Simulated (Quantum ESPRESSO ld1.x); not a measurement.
Task: The silver ion Ag+, configuration [Kr] 4d9.5 5d0.5 (fractional occupations, a model configuration). Calculated with ld1.x of Quantum ESPRESSO 7.5: Dirac Kohn-Sham, rPW86 exchange with PBE correlation, spin-unpolarised, spherical densities, point nucleus; open shells fill j = l - 1/2 first. Some entries of the table are withheld. Estimate them.

orbital,occ.,eigenvalue (eV),r(max) (bohr)
1s1/2,2,-25339.7,0.02015
2s1/2,2,-3740.11,0.1140
2p1/2,2,-3475.61,0.08820
2p3/2,4,-3300.17,0.09244
3s1/2,2,(1),0.3325
3p1/2,2,-591.535,0.3191
3p3/2,4,-560.603,0.3289
3d3/2,4,-374.495,0.2727
3d5/2,6,-368.274,0.2755
4s1/2,2,(2),(3)
4p1/2,2,-74.9424,0.8611
4p3/2,4,-69.8738,0.8855
4d3/2,4,-20.1509,1.023
4d5/2,5.5,-19.5652,1.034
5d3/2,0.5,(4),5.819
5d5/2,0,(5),5.858

Result: 
(1) 3s1/2 eigenvalue (eV): -696.823
(2) 4s1/2 eigenvalue (eV): -108.024
(3) 4s1/2 r(max) (bohr): 0.8238
(4) 5d3/2 eigenvalue (eV): -3.4627
(5) 5d5/2 eigenvalue (eV): -3.4466
